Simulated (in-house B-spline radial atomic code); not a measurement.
Ionising the xenon ion Xe⁷⁺ with different functionals

Computed with a radial B-spline atomic code at the basis-set limit: four-component Dirac-Coulomb Hamiltonian, Fermi nucleus of rms radius 4.7859 fm, spin-restricted, spherical fractional occupations for the functionals, and exact exchange of hybrids averaged over the configuration. The ionisation energy is the difference of two self-consistent energies, [Kr] 4d10 5s1 → [Kr] 4d10, without Breit or QED terms; ε is the level of the shell that loses the electron (mean over j).

```tsv
method	rung	ΔSCF (eV)	-ε(5s) (eV)
B3LYP	global hybrid	106.84	101.27
PBE0	global hybrid	106.23	101.10
B97-1	global hybrid	106.23	100.84
LC-wPBE	range-separated hybrid	106.28	104.09
```

(1) Among the functionals, which spreads more, the ΔSCF values or the orbital energies?

(2) How do they compare with the NIST value?

## Answers

(1) The orbital energies: ΔSCF values span about 0.62 eV and the orbital energies 3.25 eV; here energy differences depend much less on the functional than eigenvalues do.

(2) NIST lists 105.978 eV ± 0.0025 (measured, ground level to ground level). Errors run from +0.25 to +0.86 eV; PBE0 is closest (+0.25 eV), but part of that can be cancellation, since the calculations leave out Breit-QED terms, spin polarisation.
